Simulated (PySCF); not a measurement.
C8H4FN.
Structure used (PBE0-D3(BJ)/def2-SVP), in Å, numbered top down from 1:
```xyz
14
C8H4FN angstrom
N     -1.412    3.392   -0.271
C     -0.995    2.314   -0.189
C     -0.463    0.993   -0.081
C     -1.299   -0.152   -0.120
F     -2.602    0.033   -0.269
C     -0.820   -1.456   -0.009
C      0.552   -1.727    0.150
C      1.340   -0.596    0.180
C      0.871    0.664    0.073
C      2.344    0.508    0.234
H     -1.556   -2.263   -0.050
H      0.916   -2.753    0.238
H      2.997    0.691   -0.632
H      2.811    0.776    1.193
```

The calculation used PBE0-D3(BJ)/def2-SVP geometry optimisation, gas phase in PySCF 2.14.0.

Masses are those of the commonest isotopes; rigid-rotor values at the optimised geometry. 

**Question.** Give the principal moments of inertia and the rotational constants in MHz.

**Answer.** Ia = 245.00, Ib = 372.74, Ic = 614.33 u·Å²; 505379 MHz·u·Å²/I gives A = 2063, B = 1356, C = 822.6 MHz.

**Question.** Classify the top.

**Answer.** An asymmetric top; Ray's κ = -0.140.

**Question.** Is it planar, by Δ = Ic − Ia − Ib?

**Answer.** Not planar: Δ = Ic − Ia − Ib = -3.40 u·Å². For a rigid frame Δ = −2 Σ m c², so Σ m c² = 1.70 u·Å² lies off the ab plane, practically all of it from hydrogen. The atom farthest from that plane is 0.93 Å away.

**Question.** Give the other two planar moments, Paa and Pbb, and the rms extents of the mass along the axes.

**Answer.** Paa = Σ m a² = (Ib + Ic − Ia)/2 = 371.03 and Pbb = Σ m b² = (Ia + Ic − Ib)/2 = 243.30 u·Å². With the mass M = 133.03 u, the rms extents √(P/M) along a, b and c are 1.67, 1.35, 0.11 Å.

**Question.** List the rotational levels J(Ka,Kc) to J = 3 (K).

**Answer.** Above 0(0,0), as E/k:
J = 1: 1(0,1) 0.105, 1(1,1) 0.138, 1(1,0) 0.164
J = 2: 2(0,2) 0.304, 2(1,2) 0.322, 2(1,1) 0.399, 2(2,1) 0.501, 2(2,0) 0.511
J = 3: 3(0,3) 0.585, 3(1,3) 0.592, 3(1,2) 0.743, 3(2,2) 0.814, 3(2,1) 0.857, 3(3,1) 1.053, 3(3,0) 1.056
Those of J = 1 are B + C, A + C and A + B.

**Question.** Which types of transition are allowed, and where do some lines up to J = 2 fall?

**Answer.** The dipole components are |μa| = 5.02 D, |μb| = 0.94 D, |μc| = 0.00 D; the mirror of this Cs structure is the ab plane, so μc vanishes by symmetry (the 0.01 D computed is a residue) and there are no c-type lines. Intensities carry the squares of the components, which stand as 1.00 : 0.04 (a : b). Some lines, for components of 0.1 D or more:

| type | branch | J(Ka,Kc) | MHz | lower level (cm⁻¹) |
| --- | --- | --- | --- | --- |
| a | Q | 1(1,0) ← 1(1,1) | 533 | 0.096 |
| b | Q | 1(1,0) ← 1(0,1) | 1240 | 0.073 |
| a | Q | 2(1,1) ← 2(1,2) | 1600 | 0.224 |
| b | Q | 2(1,1) ← 2(0,2) | 1981 | 0.211 |
| a | R | 1(0,1) ← 0(0,0) | 2179 | 0.000 |
| b | Q | 2(2,0) ← 2(1,1) | 2329 | 0.277 |
| b | R | 1(1,1) ← 0(0,0) | 2885 | 0.000 |
| b | R | 2(0,2) ← 1(1,1) | 3442 | 0.096 |
| b | Q | 2(2,1) ← 2(1,2) | 3720 | 0.224 |
| a | R | 2(1,2) ← 1(1,1) | 3824 | 0.096 |
| a | R | 2(0,2) ← 1(0,1) | 4149 | 0.073 |
| b | R | 2(1,2) ← 1(0,1) | 4531 | 0.073 |
| a | R | 2(1,1) ← 1(1,0) | 4890 | 0.114 |
| b | R | 2(2,1) ← 1(1,0) | 7011 | 0.114 |
| b | R | 2(2,0) ← 1(1,1) | 7752 | 0.096 |

**Question.** Estimate the classical rotational partition function at 10 K, 25 K and 100 K.

**Answer.** Point group Cs, symmetry number σ = 1; q = (√π/σ)·√((kT/h)³/(ABC)), k/h = 20836.6 MHz/K: 3510 at 10 K, 13900 at 25 K, 111000 at 100 K.

PBE0-D3(BJ)/def2-SVP frequencies: not computed here. Zero-point vibration and centrifugal distortion are left out. Quadrupole hyperfine structure (14N) is left out.
